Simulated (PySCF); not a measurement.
GaH⁺ at PBE

Level: PBE. Ga def2-TZVPPD, H def2-TZVPPD; no relativity (PySCF 2.14).

```
state                                                                                                             : ²Σ⁺ (doublet), unpaired electrons σ ↑
bond length                                                                                                       : 1.696 Å
harmonic wavenumber                                                                                               : 1207 cm⁻¹
force constant                                                                                                    : 0.852 mdyn/Å
rotational constant Be                                                                                            : 5.900 cm⁻¹
anharmonicity ωexe                                                                                                : 106 cm⁻¹
vibration–rotation constant αe                                                                                    : 0.497 cm⁻¹
well depth De to Ga⁺ + H                                                                                          : 0.50 eV
dissociation energy D0                                                                                            : 0.43 eV
bond order (Mayer)                                                                                                : 0.71
dipole moment (positive dipole points towards H; it is taken about the centre of mass and depends on that origin) : 0.49 D
```

Spin–orbit coupling is left out. For an ion De counts to the pair picked by the measured ionisation energies or electron affinities, which need not be the lowest pair at this level. The state is the lowest determinant that a PBE0 search found; another state may lie lower at other levels.
